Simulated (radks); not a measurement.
Values are calculated unless marked as measured or tabulated.
Question: Orbital eigenvalues (eV) of neutral lithium, [He] 2s1, of relativity; Dirac values are averaged over j with weights 2j + 1. Spin-unpolarised spherical Kohn-Sham, PBE, point nucleus unless stated (finite: rms radius 2.444 fm), a radial shooting solver on a logarithmic mesh with Libxc functionals. A level marked "c x" has the speed of light scaled by that factor.

shell       non-rel.
1s           -51.850
2s           -2.8740
2p (empty)   -1.0901

Give the values at the level "Dirac, finite nucleus".

Answer: 
shell       Dirac, finite nucleus  change of magnitude (%)
1s                        -51.854                    +0.01
2s                        -2.8742                    +0.01
2p (empty)                -1.0899                    -0.02
